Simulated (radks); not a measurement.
Spherical quantum dot in the effective-mass picture: electrons in a well V = -V0 / (1 + exp((r - R)/a)) with V0 = 11.1, R = 2.32, a = 0.26, with a point charge +2 (a donor) at the centre, all in effective atomic units (hartree* = m*/eps^2 hartree, bohr* = eps/m* bohr), one dielectric constant everywhere. Method: non-relativistic Kohn-Sham, LDA (Slater exchange, Perdew-Wang correlation), spin-polarised, spherical densities; computed with a radial shooting solver with Libxc functionals. Levels are named by radial order and angular momentum (1s, 1p, 1d, 2s, ...), and open shells are averaged over m.

N = 4, configuration 1s2 1p(up 2, down 0). This is the lowest configuration that the search found. Occupied and some empty levels:

level,occupation,eigenvalue (hartree*),<r> (bohr*)
1s up,1,-9.9160,0.8195
1s down,1,-9.8053,0.8028
1p up,2,-8.2266,1.307
1p down,0,-8.0672,1.309
2s up,0,-7.4167,1.267
2s down,0,-7.3040,1.282
1d up,0,-6.8938,1.508
1d down,0,-6.7388,1.515
1f up,0,-5.4495,1.652
1f down,0,-5.3074,1.660

Energy (hartree*): total -42.3047, kinetic 6.6634, external -53.620, Hartree 6.8057, exchange-correlation -2.1541.
